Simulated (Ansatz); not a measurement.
One change: `F[CH2][InH][F]` becomes `FBCF`.

Ansatz, PBE0-D4/def2-TZVP geometries, multiplicity 1. Each molecule was computed in one conformer, which needn't be the lowest.

Elements past krypton have def2 core potentials.

| property | `F[CH2][InH][F]` |
| --- | --- |
| HOMO–LUMO gap (B3LYP/def2-TZVPP) / eV | 5.84 |
| size of the dipole moment (PBE/def2-TZVPP) / D | 1.67 |
| HOMO energy (ωB97M-V/def2-TZVPP) / eV | -10.21 |
| size of the dipole moment (B3LYP/def2-TZVPP) / D | 1.70 |
| LUMO energy (PBE0/def2-TZVPP) / eV | -1.67 |
| LUMO energy (B3LYP/def2-TZVPP) / eV | -1.98 |

(1) Give the same properties after the change, and the shifts. (Estimate.)

Results:

(1) The calculation gave: 
```
                                        property  `FBCF`  shift
           HOMO–LUMO gap (B3LYP/def2-TZVPP) / eV    7.63   1.79
  size of the dipole moment (PBE/def2-TZVPP) / D    1.99   0.32
           HOMO energy (ωB97M-V/def2-TZVPP) / eV  -11.34  -1.13
size of the dipole moment (B3LYP/def2-TZVPP) / D    2.21   0.51
              LUMO energy (PBE0/def2-TZVPP) / eV   -0.85   0.82
             LUMO energy (B3LYP/def2-TZVPP) / eV   -1.13   0.85
```

With PBE0 the HOMO falls by 0.95 eV and the LUMO rises by 0.82 eV, so the gap widens by about 1.77 eV. PBE moves the HOMO by -0.65 eV and ωB97M-V by -1.13 eV. Dipoles are sizes alone; their direction can turn.

B3LYP here is the variant with VWN-RPA as its local correlation; programs differ in this.
